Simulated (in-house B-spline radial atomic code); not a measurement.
**Ionising Ga VI (Ga5+) with different functionals**

Computed with a radial B-spline atomic code at the basis-set limit: four-component Dirac-Coulomb Hamiltonian, Fermi nucleus of rms radius 3.9973 fm, spin-restricted, spherical fractional occupations for the functionals. The ionisation energy is the difference of two self-consistent energies, [Ar] 3d8 → [Ar] 3d7, without Breit or QED terms; ε is the level of the shell that loses the electron (mean over j). The electron is taken from both j subshells in proportion to 2j + 1, so the result is a j average, not the step between ground levels.

Hybrids are left out here: with spherical fractional occupations of an open shell their exact exchange keeps a self-interaction that integer-occupation calculations don't have.

```
           method  rung  ΔSCF (eV)  -ε(3d) (eV)
         LDA VWN5   LDA          ?            ?
 relativistic LDA   LDA     115.48       101.72
         LDA PW92   LDA     115.46       101.70
LDA exchange-only   LDA     113.39        99.67
              PBE   GGA     115.14       101.38
           PBEsol   GGA     115.10       101.34
             BLYP   GGA     115.07       101.31
             RPBE   GGA     115.06       101.29
             PW91   GGA     115.30       101.53
             BP86   GGA     115.20       101.43
             AM05   GGA          ?            ?
             OLYP   GGA     115.71       101.88
```

**Question.** What does AM05 give?

**Answer.** ΔSCF 115.14 eV, and -ε(3d) = 101.37 eV.

**Question.** What does LDA VWN5 give?

**Answer.** ΔSCF 115.47 eV, and -ε(3d) = 101.71 eV.

**Question.** How do they compare with the NIST value?

**Answer.** NIST lists 113 eV ± 1.1 (tabulated theory, ground level to ground level). Errors run from +0.69 to +3.01 eV. The correlated functionals all miss on the same side by more than they spread, so the cause is common to them (Breit-QED terms, spin polarisation, the choice among j levels, multiplet and fine-structure energies, or a listed next ion that isn't the cheapest removal here) and closeness doesn't rank the functionals.
